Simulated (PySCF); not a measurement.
# Which enantiomer?

The calculation used TDDFT BHandHLYP/def2-SVPD circular dichroism and optical rotation, one conformer, gas phase in PySCF. Geometry: GFN2-xTB.

The calculation is non-relativistic, which matters for the atoms heavier than Zn.

Values for one enantiomer of C₆H₉BrSi, R in 10⁻⁴⁰ esu² cm² (velocity form):
```csv
λ (nm),f,R
237,0.033,-18.8
220,0.007,-4.9
203,0.056,+16.2
199,0.004,+5.0
192,0.052,-24.5
190,0.019,-12.1
184,0.013,-9.7
183,0.058,+16.1
178,0.031,-21.5
174,0.003,+6.0
171,0.044,+15.5
170,0.011,+12.4
```

[α] at 589.3 nm: +108 deg dm⁻¹ (g/mL)⁻¹ (origin-invariant length gauge).

Question: Which structure gives these signs?
A. C#C[C@@H]1[C@@H](Br)[Si]1(C)C
B. C#C[C@H]1[C@H](Br)[Si]1(C)C

Answer: A. Its CIP labels in SMILES order are R, R; the other enantiomer gives every sign reversed.

The signs above follow by mirror symmetry from the run on the other enantiomer. Geometry of C#C[C@H]1[C@H](Br)[Si]1(C)C as run:
```xyz
17

C     3.035    0.458   -1.290
C     2.137   -0.141   -0.767
C     1.059   -0.797   -0.113
C     0.742   -0.305    1.318
Br    0.644   -1.689    2.688
Si   -0.667    0.008    0.085
C    -2.155   -1.155    0.171
C    -0.898    1.790   -0.500
H     3.831    0.953   -1.760
H     1.100   -1.875   -0.226
H     1.384    0.488    1.682
H    -2.550   -1.367   -0.818
H    -2.954   -0.716    0.760
H    -1.881   -2.098    0.635
H    -1.364    1.810   -1.479
H     0.059    2.295   -0.574
H    -1.529    2.353    0.180
```
